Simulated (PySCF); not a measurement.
**Trend along the halogens: MPb molecules**

PBE with triple-zeta basis sets in PySCF, for the lowest determinant that a PBE0 search found; no spin–orbit coupling. De refers to high-spin ground-configuration atoms. A positive dipole means M(−)Pb(+).

```tsv
M	basis	state (unpaired electrons)	Re (Å)	ωe (cm⁻¹)	De (eV)	μ (D)
F	x2c-TZVPPall	doublet (π ↑)	2.072	503	4.99	3.35
Cl	x2c-TZVPPall	doublet (π ↑)	2.470	309	4.01	3.24
Br	def2-TZVPP	doublet (π ↑)	2.629	205	3.62	3.26
I	def2-TZVPP	doublet (π ↑)	2.819	161	3.16	2.89
```

Q: By what factor does the well depth vary along the series?

A: At PBE it runs from 3.16 eV (PbI) to 4.99 eV (PbF), a factor of 1.58.

The rows differ in basis set, which adds steps of its own.

Relativity is treated differently too: F spin-free X2C; Cl spin-free X2C; Br scalar-relativistic core potentials; I scalar-relativistic core potentials.

Down a group bonds as a rule get longer and wavenumbers fall, partly through the reduced mass; this series shows no clear exception.

These are scalar-relativistic numbers at best; spin–orbit coupling would shift them, the dissociation energy most. States were picked by a PBE0 search and need not be the measured ground states.
